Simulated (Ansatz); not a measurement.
Geometry optimisation, RKS r2SCAN-D4/def2-SVP in Ansatz 0.2.0.

Input:

```yaml
crystal:
  periodic: [false, false, false]
  atoms:
    - { symbol: "N", position_ang: [-1.2248, 1.2022, 1.1583] }
    - { symbol: Si, position_ang: [-0.3256, -0.0828, 0.7427] }
    - { symbol: S, position_ang: [1.3231, 0.027, 1.999] }
    - { symbol: "N", position_ang: [0.2097, 0.4427, -0.7841] }
    - { symbol: Si, position_ang: [0.4512, -0.9205, -1.7783] }
    - { symbol: H, position_ang: [-2.18957, 0.85981, 1.45928] }
    - { symbol: H, position_ang: [-0.87526, 1.6114, 2.05151] }
    - { symbol: H, position_ang: [-1.0855, -1.295, 0.8074] }
    - { symbol: H, position_ang: [0.6697, -0.0423, 3.2002] }
    - { symbol: H, position_ang: [0.9988, 0.9613, -0.6639] }
    - { symbol: H, position_ang: [0.9189, -0.3871, -3.0345] }
    - { symbol: H, position_ang: [-0.7761, -1.6806, -1.945] }
    - { symbol: H, position_ang: [1.471, -1.7059, -1.1678] }
basis:
  gaussian: { orbitals: def2-SVP }
hamiltonian:
  xc: r2scan
  dispersion: d4
relax:
  f_tol: 0.015
  max_steps: 40
output:
  orbitals: {}
```

Launched with:

```bash
$ ansatz run input.yaml --threads 2 --pin off --max-ram 3072MiB --backend cpu --events-out ev --progress --plain --runs-dir out
```

Question: Where does it end, and by what steps?

Answer: The run converged. The force dipped under the threshold on the way, but the program's further checks kept it going. After 20 steps the energy has fallen by 1.742 eV; H13 moved furthest, 1.18 Å.

```json
{"step": "0", "energy less start (eV)": "0.0000", "largest force component (eV/Å)": "4.687", "accepted": "yes"}
{"step": "1", "energy less start (eV)": "-1.2782", "largest force component (eV/Å)": "1.860", "accepted": "yes"}
{"step": "2", "energy less start (eV)": "-1.5309", "largest force component (eV/Å)": "0.941", "accepted": "yes"}
{"step": "3", "energy less start (eV)": "-1.6423", "largest force component (eV/Å)": "0.574", "accepted": "yes"}
{"step": "4", "energy less start (eV)": "-1.6693", "largest force component (eV/Å)": "0.449", "accepted": "yes"}
{"step": "5", "energy less start (eV)": "-1.6828", "largest force component (eV/Å)": "0.443", "accepted": "yes"}
{"step": "6", "energy less start (eV)": "-1.7014", "largest force component (eV/Å)": "0.298", "accepted": "yes"}
{"step": "7", "energy less start (eV)": "-1.7252", "largest force component (eV/Å)": "0.073", "accepted": "yes"}
{"step": "8", "energy less start (eV)": "-1.7288", "largest force component (eV/Å)": "0.056", "accepted": "yes"}
{"step": "9", "energy less start (eV)": "-1.7310", "largest force component (eV/Å)": "0.171", "accepted": "yes"}
{"step": "10", "energy less start (eV)": "-1.7333", "largest force component (eV/Å)": "0.095", "accepted": "yes"}
{"step": "11", "energy less start (eV)": "-1.7348", "largest force component (eV/Å)": "0.094", "accepted": "yes"}
{"step": "12", "energy less start (eV)": "-1.7380", "largest force component (eV/Å)": "0.056", "accepted": "yes"}
{"step": "13", "energy less start (eV)": "-1.7390", "largest force component (eV/Å)": "0.083", "accepted": "yes"}
{"step": "14", "energy less start (eV)": "-1.7398", "largest force component (eV/Å)": "0.063", "accepted": "yes"}
{"step": "15", "energy less start (eV)": "-1.7405", "largest force component (eV/Å)": "0.038", "accepted": "yes"}
{"step": "16", "energy less start (eV)": "-1.7409", "largest force component (eV/Å)": "0.035", "accepted": "yes"}
{"step": "17", "energy less start (eV)": "-1.7413", "largest force component (eV/Å)": "0.054", "accepted": "yes"}
{"step": "18", "energy less start (eV)": "-1.7414", "largest force component (eV/Å)": "0.038", "accepted": "yes"}
{"step": "19", "energy less start (eV)": "-1.7416", "largest force component (eV/Å)": "0.014", "accepted": "yes"}
{"step": "20", "energy less start (eV)": "-1.7416", "largest force component (eV/Å)": "0.013", "accepted": "yes"}
```

```xyz
13
Properties=species:S:1:pos:R:3
N -1.373 1.070 1.453
Si -0.229 -0.147 1.019
S 1.295 -0.090 2.538
N 0.679 -0.025 -0.461
Si 0.481 -0.897 -1.958
H -2.300 1.052 1.038
H -1.073 2.024 1.631
H -1.012 -1.406 0.911
H 0.440 0.239 3.532
H 1.434 0.661 -0.446
H 0.194 0.020 -3.106
H -0.672 -1.826 -1.784
H 1.700 -1.685 -2.321
```

The run took 66 s on 2 threads of AMD EPYC 9R14 (Zen 4), with other jobs on the host, peak memory 0.21 GiB.
